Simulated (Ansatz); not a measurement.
Input file for `[OH][Al]1[CH2][GaH]1`:

```yaml
crystal:
  periodic: [false, false, false]
  atoms:
    - {symbol: O, position_ang: [-1.090515, 1.761911, -1.519894]}
    - {symbol: Al, position_ang: [-0.572653, 0.559353, -0.447141]}
    - {symbol: C, position_ang: [1.059018, -0.044218, 0.373668]}
    - {symbol: Ga, position_ang: [-0.287639, -1.538910, 0.705456]}
    - {symbol: H, position_ang: [-2.000092, 1.886947, -1.786753]}
    - {symbol: H, position_ang: [2.134360, -0.072681, 0.197348]}
    - {symbol: H, position_ang: [0.870865, 0.488834, 1.338133]}
    - {symbol: H, position_ang: [-0.113355, -3.041245, 1.139183]}
basis:
  gaussian: {orbitals: def2-SVP}
correlation: {method: ccsd_t}
```

```sh
$ ansatz run in.yaml --threads 2 --pin off --events-out ev --progress --plain --max-ram 4352MiB
```

Log, shortened:

```
Functional definition: HF
964 factors; integrals over basis functions are off by at most 1.4e-3 eV
mean field evaluation 1: about -62031.0968 eV, gradient 4.6e1 eV
mean field evaluation 2: about -62031.1302 eV, gradient 4.6e1 eV
mean field evaluation 4: about -62036.3117 eV, gradient 3.4e0 eV
mean field evaluation 8: about -62036.4054 eV, gradient 1.3e-1 eV
mean field -62036.40561603 eV, -2279.7958566032 hartree, gradient 7.2e-7 eV, S^2 0.000000; 1 other end points of the search recorded, 0 dependent functions left out
16 core orbitals not correlated: weight in the atoms' cores, before any rotation towards them, 1.000 or more for the frozen orbitals, at most 0.000 for the correlated occupied ones
reference -62036.40561603 eV, -2279.7958566032 hartree; 15, 15 occupied and 67, 67 virtual orbitals, 964 factors
second order -16.32201654 eV of doubles, -0.00000000 eV of singles
cycle   1  -16.17809531 eV  change    1.4e-1 eV  update   1.2e-1
cycle   2  -16.72330089 eV  change   -5.5e-1 eV  update   3.7e-2
cycle   3  -16.83692793 eV  change   -1.1e-1 eV  update   2.0e-2
cycle   4  -16.82670458 eV  change    1.0e-2 eV  update   5.2e-3
cycle   5  -16.82564205 eV  change    1.1e-3 eV  update   2.8e-3
cycle   6  -16.82579184 eV  change   -1.5e-4 eV  update   1.2e-3
cycle   7  -16.82545177 eV  change    3.4e-4 eV  update   6.7e-4
cycle   8  -16.82542371 eV  change    2.8e-5 eV  update   3.2e-4
cycle   9  -16.82550321 eV  change   -7.9e-5 eV  update   1.6e-4
cycle  10  -16.82551332 eV  change   -1.0e-5 eV  update   6.5e-5
cycle  11  -16.82550043 eV  change    1.3e-5 eV  update   2.9e-5
perturbative correction -0.56466341 eV, -0.0207509977 hartree
Total energy: -62053.79577988 eV, -2280.4349333371 hartree
```

Run time 5.5 s (2 threads of an Arm Neoverse V2 on a shared host); peak host memory 0.35 GiB.

The correlation energy is -17.390 eV, 3.2 % of it from (T); the T1 diagnostic reads 0.0152.
